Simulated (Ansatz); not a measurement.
Frontier orbitals of BrGaH₂OS (`[OH][Ga]([SH])[Br]`).

Z-matrix (Å, degrees):
```
Ga
S 1 2.188
Br 1 2.265 2 119.1
O 1 1.774 2 125.0 3 180.0
H 2 1.344 1 93.7 3 180.0
H 4 0.960 1 114.4 2 0.0
```

The species carries charge 0 and has multiplicity 1. Correlated methods include outer-core shells of Br, Ga, which these sets cover unevenly. Scalar relativity is left out up to krypton. The structure was optimised at the PBE0-D4/def2-TZVP level. It is one conformer, not always the lowest. Basis def2-TZVPP, the Gaussian-basis code of Ansatz.

```tsv
functional	HOMO (eV)	LUMO (eV)	gap (eV)
PBE	-6.85	-2.21	4.64
revPBE	-6.79	-2.08	4.71
r2SCAN	-7.18	-1.92	5.26
B97M-V	-7.21	-1.96	5.25
PBE0	-8.12	-1.30	6.82
r2SCAN0	-8.33	-1.12	7.21
LC-ωPBE	-10.88	0.93	11.81
ωB97X-V	-10.49	0.76	11.25
ωB97M-V	-10.32	0.54	10.86
HF	-10.97	2.00	12.97
```

From PBE to PBE0 the HOMO moves by −1.27 eV and the LUMO by +0.91 eV, and with ωB97M-V by −3.47 and +2.75 eV, so the gap grows from 4.64 to 10.86 eV with exact exchange. A positive LUMO is unbound and depends on the basis.

LC-ωPBE has ω = 0.4 bohr⁻¹.
